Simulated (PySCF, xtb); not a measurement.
C2H2BFO, SMILES C(B(O)F)#C. Atoms are numbered in the order given.

```xyz
7

B      0.0236     0.4892     0.0000
C      0.0308    -1.0498     0.0000
C      0.0013    -2.2657     0.0000
H     -0.0124    -3.3406     0.0000
F      1.1707     1.1582     0.0000
O     -1.1154     1.2123     0.0000
H     -1.9111     0.6660     0.0000
```
Charge 0, spin multiplicity 1.

Geometry: B3LYP-D3(BJ)/def2-SVP. One conformer was computed; it need not be the lowest.

The numbers are results of PySCF 2.14.0 with IEF-PCM-ωB97X/def2-SVP, not measurements.

The values are the electrostatic part of the solvation free energy, E(continuum) − E(gas) at the gas-phase geometry, in a cavity of scaled van der Waals radii (PySCF's table); cavitation and dispersion terms are not included. In vacuum the orbital gap is 12.42 eV. The dipole moment in vacuum is 3.03 D.

```
solvent           ε  ΔG(elec) (kcal/mol)  dipole (D)  gap (eV)
------------  -----  -------------------  ----------  --------
water         78.36                 -6.4        3.64     12.42
acetone       20.49                 -6.0        3.60     12.42
acetonitrile  35.69                 -6.2        3.62     12.42
```

For comparison, GFN2-xTB/ALPB(water) (xtb, at the GFN2-xTB geometry, all terms of that model) gives -7.2 kcal/mol.
